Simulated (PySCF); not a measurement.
Ga(F)(OH)2 (FGaH2O2), SMILES [OH][Ga]([OH])[F]. Atoms are numbered in the order given.

```xyz
6

Ga    -0.0019    -0.0126     0.0000
F     -1.6555     0.5597     0.0000
O      0.2677    -1.7629     0.0000
H      1.2061    -1.9958     0.0000
O      1.3243     1.1707     0.0000
H      1.0150     2.0868     0.0000
```

Coordinates come from a B3LYP-D3(BJ)/def2-SVP optimisation. The values are those of a single conformer.

Method: PySCF 2.14.0 with IEF-PCM-M06-2X/def2-SVP.

The values are the electrostatic part of the solvation free energy, E(continuum) − E(gas) at the gas-phase geometry, in a cavity of scaled van der Waals radii (PySCF's table); cavitation and dispersion terms are not included. A continuum can't describe solvent molecules that bind to the metal. In vacuum the orbital gap is 10.42 eV. The dipole moment in vacuum is 2.07 D.

```json
[
 {"solvent": "water", "ε": "78.36", "ΔG(elec) (kcal/mol)": "-11.6", "dipole (D)": "2.39", "gap (eV)": "10.54"},
 {"solvent": "dichloromethane", "ε": "8.93", "ΔG(elec) (kcal/mol)": "-9.8", "dipole (D)": "2.34", "gap (eV)": "10.52"},
 {"solvent": "n-hexane", "ε": "1.88", "ΔG(elec) (kcal/mol)": "…", "dipole (D)": "…", "gap (eV)": "…"}
]
```

Task: What belongs in the gaps? (An estimate is asked for; the answer gives what the named calculation found.)

Result: 
- n-hexane, ΔG(elec) (kcal/mol): -4.2
- n-hexane, dipole (D): 2.19
- n-hexane, gap (eV): 10.46
